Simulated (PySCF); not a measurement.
```xyz
6

N     -1.1064    -0.4609     0.6809
Si    -0.2108     0.4350    -0.2908
O      1.2171     0.2465    -1.0973
H     -0.9019    -1.4095     0.9887
H     -0.6650     1.7969    -0.6324
H      1.6669    -0.6081    -0.9862
```

Charge 0, multiplicity 1.

### Question
Give the Mulliken and meta-Löwdin atomic charges from PBE-D3(BJ)/def2-TZVP (PySCF 2.14.0).

### Answer

```json
[
 {"atom": "N1", "Mulliken (e)": "-0.52", "meta-Löwdin (e)": "-0.73"},
 {"atom": "Si2", "Mulliken (e)": "0.42", "meta-Löwdin (e)": "0.92"},
 {"atom": "O3", "Mulliken (e)": "-0.45", "meta-Löwdin (e)": "-0.70"},
 {"atom": "H4", "Mulliken (e)": "0.21", "meta-Löwdin (e)": "0.23"},
 {"atom": "H5", "Mulliken (e)": "0.01", "meta-Löwdin (e)": "-0.07"},
 {"atom": "H6", "Mulliken (e)": "0.32", "meta-Löwdin (e)": "0.36"}
]
```
